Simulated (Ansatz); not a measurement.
Born–Oppenheimer molecular dynamics of H₈O₃Si₃ (14 atoms, charge 0, multiplicity 1). It goes on from the last frame of an earlier run, with new velocities.

Theory: RKS PBE0/6-31G* (Ansatz).

```json
{
 "ensemble": "NVE (velocity Verlet)",
 "time step": "1 fs",
 "steps asked": "150",
 "starting velocities drawn for": "500 K",
 "seed": "579970"
}
```

First frame:

```xyz
14
Properties=species:S:1:pos:R:3
Si -0.283 -0.078 0.020
O 0.436 -0.046 1.466
H -0.055 -0.114 2.299
H 0.882 -0.303 -0.866
O -1.009 1.333 -0.369
Si -2.465 1.750 -1.074
H -3.575 1.122 -0.275
H -2.566 3.232 -0.916
H -2.468 1.367 -2.467
O -1.368 -1.289 -0.080
Si -1.687 -2.816 0.517
H -2.217 -2.662 1.873
H -2.769 -3.305 -0.398
H -0.461 -3.671 0.425
```

How far do the bonds stretch over the last three quarters of this one trajectory? (Pairs bonded in most of those frames.)


```
    bond  mean (Å)  spread (Å)  shortest  longest
  Si1–O2     1.656       0.033      1.60     1.71
  Si1–H4     1.478       0.005      1.47     1.49
  Si1–O5     1.644       0.016      1.61     1.68
 Si1–O10     1.649       0.024      1.60     1.68
   O2–H3     0.968       0.026      0.93     1.01
  O5–Si6     1.669       0.033      1.61     1.73
  Si6–H7     1.493       0.009      1.47     1.51
  Si6–H8     1.494       0.046      1.42     1.56
  Si6–H9     1.498       0.051      1.42     1.57
O10–Si11     1.669       0.031      1.62     1.73
Si11–H12     1.491       0.032      1.44     1.54
Si11–H13     1.487       0.010      1.47     1.50
Si11–H14     1.489       0.013      1.47     1.51
```

Mean temperature of the second half: 320 K. The conserved energy stayed within 0.64 meV per atom of its start (net change 0.61 meV per atom), so the integration is sound. A run of 0.15 ps of so small a system gives no equilibrium averages.

Time of the run: 26 min on 2 threads of Intel(R) Xeon(R) Processor @ 2.50GHz (Skylake/Cascade Lake), with other jobs on the host, peak memory 0.32 GiB.
